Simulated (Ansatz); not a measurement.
# A correction line for r2SCAN-D4/def2-TZVPP: vertical ionisation energy

The vertical ionisation energy (cation less neutral) in eV of 7 molecular compounds of In: x at r2SCAN-D4/def2-TZVPP, y at CCSD(T)/def2-TZVPP. Shapes, held fixed at every level: PBE0-D4/def2-TZVP. Flexible molecules stand in one conformer, not always the lowest. Programs: Ansatz 0.2.0.

```
                                  molecule  x (eV)  y (eV)
C2H10InN3 (SMILES C[N](C)[In]([NH2])[NH2])    7.31    7.67
 C2H9InN2O (SMILES C[N](C)[In]([NH2])[OH])    7.62    7.96
      C4H12InN (SMILES CC(C)(C)[NH][InH2])    7.99    8.19
      CH5FInNO (SMILES C[O][In]([NH2])[F])    9.31   10.03
                  InH2I (SMILES [InH2][I])    9.34    9.42
     C6H3In (SMILES C#[C][In]([C]#C)[C]#C)    9.50       ?
                              InH(CH3)(CN)   10.24   10.71
```

Task: Fit y = c + s·x to the known rows and predict y for C6H3In.

Result: 
1. Means of the 6 rows: x = 8.6350, y = 8.997.
2. Σ(Δx)² = 6.7306, Σ(Δx·Δy) = 7.0762, so the slope is 7.0762/6.7306 = 1.0513.
3. Intercept: 8.997 − (1.0513) × 8.6350 = -0.081. The largest residual of the fit is 0.32.
4. C6H3In: -0.081 + 1.0513 × 9.50 = 9.91 eV.

CCSD(T)/def2-TZVPP gives 10.58 eV, so the prediction is off by -0.67 eV, more than the largest residual. Uncorrected, r2SCAN-D4/def2-TZVPP misses C6H3In by -1.08 eV, and the other rows by 0.36 on average. The line removes about 35 % of this miss. Left out in turn, the other rows are missed by 0.20 eV on average, so the withheld one doesn't follow the line. Cations run unrestricted. For atoms past krypton def2 sets carry core potentials with scalar relativity. Outer-core shells of I, In are correlated, in sets that cover them unevenly.
